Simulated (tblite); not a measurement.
Compound: C7H9PS.
Z-matrix (Å and degrees, GFN2-xTB geometry), rows numbered from 1:
```
C 
C   1  1.5204
C   2  1.4909  1  113.58
P   3  1.6765  2  124.12  1    -0.56
C   4  1.8201  3  100.72  2  -179.28
C   5  1.4238  4  121.74  3  -145.49
C   6  1.3529  5  112.87  4  -178.34
S   7  1.7216  6  112.07  5     0.80
C   5  1.3631  4  126.57  3    37.86
H   1  1.0876  2  110.76  3   179.10
H   1  1.0883  2  110.15  3    58.70
H   1  1.0882  2  110.17  3   -60.57
H   2  1.0964  1  109.74  3   121.90
H   2  1.0967  1  109.69  3  -121.66
H   3  1.0838  2  115.17  1   178.73
H   6  1.0759  5  123.03  4     2.17
H   7  1.0720  6  128.74  5  -179.14
H   9  1.0721  5  128.50  4    -0.88
```

Method: GFN2-xTB as coded in tblite; computed harmonic values from a numerical Hessian at the method's own geometry, unscaled. Errors from tens to a few hundred cm⁻¹ against measured bands are possible. One conformer, not necessarily the lowest.

Harmonic wavenumbers (cm⁻¹): 45.8, 54.4, 92.5, 153.8, 179.8, 217.0, 274.8, 284.5, 403.1, 409.3, 518.3, 566.5, 617.8, 708.3, 741.2, 754.9, 807.3, 813.6, 835.3, 864.0, 885.9, 895.0, 1005.8, 1059.0, 1066.5, 1077.3, 1089.8, 1154.1, 1166.3, 1231.2, 1316.2, 1329.9, 1338.8, 1411.4, 1430.3, 1468.6, 1491.1, 1494.2, 1521.4, 2902.5, 2932.6, 3016.5, 3023.9, 3030.0, 3035.1, 3121.8, 3157.2, 3160.6.

A = 3947, B = 529.5, C = 478.8 MHz; mass 156.016 u (most abundant isotopes); point group C1, symmetry number 1.

What is the zero-point energy?

½Σν̃ = 30078 cm⁻¹ = 86.00 kcal/mol.

What is S at 500 K and 1 bar for an ideal gas of classical rigid rotors and harmonic oscillators?

Translation 43.64, rotation 31.69, vibration 49.25: S = 124.6 cal/(mol K).

And Cp and H(500 K) − H(0)?

Cp = 56.09 cal/(mol K), of which vibrations give 48.14 (their classical limit is 48 R = 95.4); H(500 K) − H(0) = 16.47 kcal/mol without the zero-point energy, 12.50 from vibrations.

Which modes carry the vibrational entropy at 500 K?

45.8 cm⁻¹: 6.02; 54.4 cm⁻¹: 5.67; 92.5 cm⁻¹: 4.62; 153.8 cm⁻¹: 3.62; 179.8 cm⁻¹: 3.32; 217.0 cm⁻¹: 2.95 cal/(mol K); the other 42 give 23.04 together.

How do the functions run with temperature in this model?

```csv
T (K),S (cal/(mol K)),Cp (cal/(mol K)),H − H(0) (kcal/mol),G − H(0) (kcal/mol),ln q(vib)
150,80.1,23.2,2.37,-9.64,3.26
250,94.2,33.0,5.17,-18.37,5.85
298.15,100.4,38.0,6.88,-23.06,7.08
400,113.0,47.9,11.26,-33.93,9.67
600,135.4,62.7,22.43,-58.82,14.70
900,163.6,76.2,43.44,-103.83,21.79
```

q(vib) and H(0) count from the zero-point level.

What must be added to the electronic energy to get the Gibbs energy at 500 K and 1 bar?

ZPE + [H(500 K) − H(0)] − T·S = 86.00 + 16.47 − 62.29 = 40.18 kcal/mol.

Blend soft modes into free rotors: weight 1/[1 + (100 cm⁻¹/ν̃)⁴] for the oscillator and the rest for a rotor with moment μB/(μ + B), μ = h/(8π²ν), B = 10⁻⁴⁴ kg m². What vibrational entropy results?

45.05 cal/(mol K) in place of 49.25, which changes −T·S at 500 K by +2.10 kcal/mol.

Hindered rotation and anharmonicity are outside this model. Other conformers, if any are populated, would add a mixing term that is left out. The structure is chiral; the term R ln 2 for an equal mix with its mirror image is left out.
